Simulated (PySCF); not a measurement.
Compound: C₅H₁₂NPS.
Z-matrix (Å and degrees, PBE0-D3(BJ)/def2-SVP geometry), rows numbered from 1:
```
C 
P   1  1.8270
N   2  1.5734  1  119.39
C   2  1.8442  1  103.65  3  -132.25
C   4  1.5238  2  109.43  1  -170.62
S   5  1.8170  4  113.44  2    67.66
C   6  1.8172  5  100.01  4   -62.01
C   7  1.5237  6  113.67  5    61.14
H   1  1.1005  2  111.99  3  -172.17
H   1  1.1004  2  109.18  3    66.81
H   1  1.0999  2  108.34  3   -50.94
H   3  1.0186  2  115.19  1   -63.80
H   4  1.1028  2  110.49  1   -48.15
H   4  1.1043  2  107.27  1    69.58
H   5  1.1021  4  109.74  2   -54.76
H   5  1.1005  4  111.24  2  -174.21
H   7  1.1013  6  109.76  5   -61.82
H   7  1.1009  6  104.83  5  -177.70
H   8  1.1026  2  106.06  1   -72.13
H   8  1.1015  2  110.02  1    45.51
```

Level: PBE0/pcSseg-1 and wB97X-D/def2-SVPD in PySCF, non-relativistic, on one gas-phase PBE0-D3(BJ)/def2-SVP geometry that isn't relaxed in the solvent. The solvent is an IEF-PCM continuum (Bondi radii, 1.10 Å for H, scaled by 1.2). Only the electrostatic response of the medium enters.

Gas phase at PBE0/pcSseg-1: HOMO -6.19 eV, LUMO 0.93 eV, dipole 3.13 D.

**Question.** What does the continuum do to the energy, the frontier levels and the dipole at PBE0/pcSseg-1 in chloroform and dimethylsulfoxide?

**Answer.** 
```json
{"solvent": "chloroform", "ε": "4.711", "E(solvent) − E(gas) (kcal/mol)": "-7.46", "polarisation term (kcal/mol)": "-8.53", "distortion of the solute (kcal/mol)": "1.07", "HOMO (eV)": "-6.31", "LUMO (eV)": "1.15", "dipole (D)": "4.11"}
{"solvent": "dimethylsulfoxide", "ε": "46.83", "E(solvent) − E(gas) (kcal/mol)": "-10.70", "polarisation term (kcal/mol)": "-13.02", "distortion of the solute (kcal/mol)": "2.32", "HOMO (eV)": "-6.38", "LUMO (eV)": "1.14", "dipole (D)": "4.62"}
```

The first energy column is the sum of the next two and covers electrostatics alone. From chloroform to dimethylsulfoxide the lowering changes by a factor 1.43, Onsager's factor (ε − 1)/(2ε + 1) by 1.36 and ε itself by 9.9.

**Question.** Which radius a makes the point-dipole formula ΔE = −[(ε − 1)/(2ε + 1)]·μ²/a³ give the value in dimethylsulfoxide, with the gas-phase dipole?

**Answer.** μ = 1.231 au and |ΔE| = 0.01704 Eh give a = 1.85 Å; the farthest nucleus lies 3.17 Å from the centroid of the nuclei, so such a sphere wouldn't even hold the nuclei. The formula assumes a rigid point dipole at the centre of a sphere.

**Question.** Which IAO charges (PBE0/pcSseg-1) respond most in chloroform (means over atoms taken as equivalent)?

**Answer.** 
```tsv
atoms	environment	gas (e)	solvent (e)	change
N3	nitrogen bonded to P and H	-1.014	-1.061	-0.047
S6	sulfide sulfur	+0.063	+0.040	-0.023
P2	phosphorus bonded to 3 C and N	+1.357	+1.365	+0.008
H13/H20	methylene hydrogen	+0.147	+0.155	+0.008
H16/H18	methylene hydrogen	+0.159	+0.166	+0.007
H14/H19	methylene hydrogen	+0.155	+0.162	+0.007
```

**Question.** Which Mayer bond orders change most in chloroform?

**Answer.** 
```
  bond  length (Å)    gas  solvent  change
 P2–N3       1.573  1.782    1.725  -0.057
 C1–P2       1.827  0.942    0.966  +0.024
 P2–C4       1.844  0.869    0.884  +0.015
 C5–S6       1.817  1.008    0.996  -0.012
 S6–C7       1.817  1.005    0.995  -0.010
 C8–P2       1.820  0.931    0.938  +0.007
C1–H10       1.100  0.948    0.943  -0.005
C1–H11       1.100  0.947    0.943  -0.004
```

Gas phase at wB97X-D/def2-SVPD: HOMO -8.11 eV, LUMO 2.01 eV, dipole 3.31 D.

**Question.** What does the continuum do to the energy, the frontier levels and the dipole at wB97X-D/def2-SVPD in chloroform?

**Answer.** 
```json
{"solvent": "chloroform", "ε": "4.711", "E(solvent) − E(gas) (kcal/mol)": "-7.89", "polarisation term (kcal/mol)": "-9.22", "distortion of the solute (kcal/mol)": "1.33", "HOMO (eV)": "-8.25", "LUMO (eV)": "2.20", "dipole (D)": "4.42"}
```

The atom shares or the degeneracy of the LUMO differ from the gas phase in chloroform, so that column needn't follow one orbital.

**Question.** How does the static polarisability (wB97X-D/def2-SVPD, frozen core, with the continuum's full static response) change?

**Answer.** 
| medium | isotropic (au) | principal values (au) | ⟨r²⟩ of the electrons (bohr²) |
| --- | --- | --- | --- |
| gas | 108.2 | 98.9, 105.8, 119.8 | 1360.3 |
| chloroform | 138.6 | 129.6, 136.9, 149.3 | 1360.4 |

The isotropic value in chloroform is 1.28 times the gas-phase one; no cavity-field correction is applied. ⟨r²⟩ is taken about the centre of nuclear charge.

The pairwise dispersion term of wB97X-D wasn't added to the energies; at a given geometry it leaves orbitals and properties as they are.
